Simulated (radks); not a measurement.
Task: All-electron atom: Er in [Kr] 4d10 4f13 5s1 5p6 6s2 (not the ground configuration). Method: scalar-relativistic Kohn-Sham, PBE, spin-polarised, spherical densities, point nucleus; open shells are filled with parallel spins first (spin-orbit coupling, left out, can overturn this in heavy ions); computed with a radial shooting solver on a logarithmic mesh with Libxc functionals. Some entries of the table are withheld. Estimate them.

| orbital | occ. | eigenvalue (hartree) | <r^2> (bohr^2) | r(max) (bohr) |
|---|---|---|---|---|
| 1s up | 1 | -2108.547 | 0.0005677 | 0.01286 |
| 1s down | 1 | -2108.543 | 0.0005677 | 0.01286 |
| 2s up | 1 | -354.1713 | 0.008832 | 0.07322 |
| 2s down | 1 | -354.1684 | 0.008832 | 0.07322 |
| 2p up | 3 | -313.2182 | 0.007186 | 0.05956 |
| 2p down | 3 | -313.2153 | 0.007186 | 0.05956 |
| 3s up | 1 | -79.28168 | 0.05801 | 0.2071 |
| 3s down | 1 | -79.26396 | 0.05800 | 0.2071 |
| 3p up | 3 | -66.82599 | 0.05841 | 0.2039 |
| 3p down | 3 | -66.80821 | 0.05840 | 0.2038 |
| 3d up | 5 | -51.24776 | 0.04873 | 0.1664 |
| 3d down | 5 | -51.23361 | 0.04871 | 0.1663 |
| 4s up | 1 | -15.59070 | 0.2921 | 0.4740 |
| 4s down | 1 | -15.55362 | 0.2921 | 0.4740 |
| 4p up | 3 | -11.50097 | 0.3318 | 0.4956 |
| 4p down | 3 | -11.46371 | 0.3316 | 0.4957 |
| 4d up | 5 | (1) | 0.3986 | 0.5124 |
| 4d down | 5 | (2) | 0.3979 | 0.5124 |
| 5s up | 1 | -1.93537 | 1.773 | 1.116 |
| 5p up | 3 | -0.99998 | 2.545 | 1.279 |
| 5p down | 3 | -0.95813 | 2.602 | 1.285 |
| 6s up | 1 | -0.14502 | 17.90 | 3.323 |
| 6s down | 1 | -0.14252 | 18.27 | 3.362 |
| 4f up | 7 | -0.09093 | 1.069 | 0.5131 |
| 4f down | 6 | -0.04786 | 1.162 | 0.5129 |

Result: 
(1) 4d up eigenvalue (hartree): -6.02660
(2) 4d down eigenvalue (hartree): -5.98746
